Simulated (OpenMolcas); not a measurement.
An atom or ion with 8 electrons was computed by XMS-CASPT2, IPEA 0.25 Eh, imaginary shift 0.1 Eh with spin-orbit coupling (OpenMolcas, ANO-RCC-VTZP, DKH2). The lowest levels that the run gave, each within 12 % of the measured value where one is at hand:

| J | Parity | E (cm-1) | g |
| --- | --- | --- | --- |
| 2 | even | 0.0 | 1.501 |
| 1 | even | 323 | 1.501 |
| 0 | even | 479 |  |
| 2 | even | 21160 | 1.000 |
| 0 | even | 47480 |  |

Problem. Which ion is it, and what are the configurations and terms?

Solution. F+ (Z = 9, charge +1; active space 4 electrons in 3 orbitals (2p)). J, parity and g give the terms where levels are pure, and mixed ones are named by the computed weights; the size of the splittings, set against known spectra of the 8-electron sequence, gives the charge. In order, with the measured energies in cm-1 (NIST Handbook of Basic Atomic Spectroscopic Data): 2s2 2p4 3P2, 2s2 2p4 3P1 (341), 2s2 2p4 3P0 (490), 2s2 2p4 1D2 (20873), 2s2 2p4 1S0 (44918).

CASPT2 breaks the degeneracy within a term, and the mean is taken; among the terms shown or strongly mixed into the levels shown the widest spread is 550 cm-1 (2s2 2p4 1D). With the s shell closed, the reference lacks s² → p² mixing. Computed and measured levels are paired by configuration, term and J; levels that our copy of the source lacks, or whose pairing is in doubt (as where it misses far off the trend of its configuration), stay unpaired and out of the deviations. Only configurations of the active space appear.
